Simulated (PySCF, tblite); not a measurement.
Isomers of C6H5N2 (doublet state), one GFN2-xTB conformer each. Single-point energies are computed at B3LYP/pcH-1 (PySCF, gas phase, no added dispersion term), electronic only. GFN2-xTB treats the open shell by occupation alone, and not every SCF solution was tested for stability.

| SMILES | GFN2-xTB relative energy (kJ/mol) |
| --- | --- |
| [H]/[C]=C(\C#N)CCC#N | 111.6 |
| C=C(C#N)[CH]CC#N | 0.0 |
| C#CC[N]/C=C/C#N | 61.5 |

Conformers: `[H]/[C:1]=[C:2](\[C:3]#[N:4])[CH2:5][CH2:6][C:7]#[N:8]` (doublet state) with C1–C2–C5–C6 115°, C2–C5–C6–C7 -62°; `[CH2:1]=[C:2]([C:3]#[N:4])[CH:5][CH2:6][C:7]#[N:8]` (doublet state) with C1–C2–C5–C6 178°, C2–C5–C6–C7 -111°; `[CH:1]#[C:2][CH2:3][N:4]/[CH:5]=[CH:6]/[C:7]#[N:8]` (doublet state) with C2–C3–N4–C5 -3°, C3–N4–C5–C6 179°.

Problem. What does B3LYP/pcH-1 give for the same structures?

Solution. 
```
              SMILES  B3LYP/pcH-1 E (Eh)  B3LYP/pcH-1 (kJ/mol)  GFN2-xTB (kJ/mol)  point group
    C=C(C#N)[CH]CC#N          -341.07657                   0.0                0.0           C1
[H]/[C]=C(\C#N)CCC#N          -341.03419                 111.3              111.6           C1
     C#CC[N]/C=C/C#N          -341.02467                 136.3               61.5      near Cs
```

Both levels put the same isomer lowest; measured from each level's own lowest isomer, the values differ by up to 74.8 kJ/mol (C#CC[N]/C=C/C#N: 61.5 against 136.3). 

Problem. What happens when harmonic zero-point energies from GFN2-xTB frequencies are added?

Solution. 
```csv
SMILES,ZPE (kJ/mol),electronic (kJ/mol),with ZPE (kJ/mol)
C=C(C#N)[CH]CC#N,237.0,0.0,0.0
[H]/[C]=C(\C#N)CCC#N,237.9,111.3,112.2
C#CC[N]/C=C/C#N,232.6,136.3,131.9
```

The zero-point energies span 5.3 kJ/mol. The order is unchanged.
